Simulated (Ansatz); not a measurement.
mer-CoF3(H2O)3 (CoO3F3H6). Total charge 0; singlet. Geometry r2SCAN-D4/def2-SVP, basis def2-TZVP, Ansatz.

```csv
atom,x (Å),y (Å),z (Å)
Co1,0.105,0.153,-0.018
F2,0.491,0.479,-1.748
F3,-0.382,-0.392,1.682
F4,0.255,1.873,0.423
O5,-0.077,-1.775,-0.340
O6,2.022,0.085,0.089
O7,-1.803,0.474,-0.086
H8,-0.837,-1.945,-0.919
H9,-0.375,-1.926,0.586
H10,2.120,0.984,0.469
H11,2.034,0.255,-0.891
H12,-1.731,1.450,-0.135
H13,-1.822,0.286,0.889
```

| run | HOMO (eV) | LUMO (eV) |
| --- | --- | --- |
| A | -5.53 | -4.37 |
| B | -8.53 | -2.80 |
| C | -5.38 | -3.99 |
| D | -5.29 | -3.88 |
| E | -6.17 | -3.89 |
| F | -7.37 | -3.43 |

No other spin state of charge 0 was run. Another isomer (singlet) lies 0.02 eV lower at PBE0-D4/def2-TZVP; other spin states weren't run for this one.

Question: The runs used LDA (SPW92), PBE, PBE0, r2SCAN, r2SCANh, revPBE. Estimate which is which.

Answer: A LDA (SPW92) (0 % exact exchange); B PBE0 (25 % exact exchange); C PBE (0 % exact exchange); D revPBE (0 % exact exchange); E r2SCAN (0 % exact exchange); F r2SCANh (10 % exact exchange). Exact exchange lowers occupied and raises empty levels; among semilocal functionals meta-GGAs tend to open the gap a little, and such runs are hard to tell apart. The gap grows from 1.16 eV (LDA (SPW92)) to 5.73 eV (PBE0). The restricted singlet is unstable towards broken spin symmetry in Hartree–Fock (as tested in another run); at LDA (SPW92)/def2-TZVP, PBE0-D4/def2-TZVP, PBE-D4/def2-TZVP, revPBE-D4/def2-TZVP and others this wasn't settled.
